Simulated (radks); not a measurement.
Valence configurations of neutral platinum (all share [Xe]). All-electron calculation, Dirac Kohn-Sham, LDA (Slater exchange, Perdew-Wang correlation), spin-unpolarised, spherical densities, finite nucleus; open shells fill j = l - 1/2 first; Fermi nuclear charge, rms radius 5.427 fm. Program: a radial shooting solver on a logarithmic mesh with Libxc functionals. Energies are relative to 4f14 5d9 6s1; eigenvalues in eV.

valence,E (eV),e(4f5/2),e(4f7/2),e(5d3/2),e(5d5/2),e(6p1/2)
4f14 5d9 6s1,0.000,-72.135,-68.677,-7.168,-5.833,-
4f14 5d10,0.552,-69.809,-66.351,-5.529,-4.273,-
4f14 5d8.5 6s1 6p0.5,2.464,-74.240,-70.782,-8.851,-7.464,-2.044
4f13.5 5d9.5 6s1,32.651,-77.537,-74.022,-7.656,-6.246,-
4f13.5 5d9 6s1.5,32.924,-78.895,-75.380,-8.617,-7.165,-
4f13.5 5d9 6s1 6p0.5,35.353,-79.719,-76.204,-9.413,-7.950,-2.028
4f13 5d10 6s1,67.792,-83.040,-79.467,-8.147,-6.663,-
4f13 5d9 6s1 6p1,74.226,-87.536,-83.963,-11.736,-10.146,-2.600
4f12.5 5d9.5 6s1 6p1,112.41,-93.274,-89.643,-12.362,-10.696,-2.595
4f12.5 5d9 6s1.5 6p1,113.95,-94.854,-91.222,-13.460,-11.750,-2.799

NIST lists [Xe] 4f14 5d9 6s1 as the ground configuration; this level of theory agrees among the configurations tried. The energies are those of spherical spin-averaged densities, not of single terms.
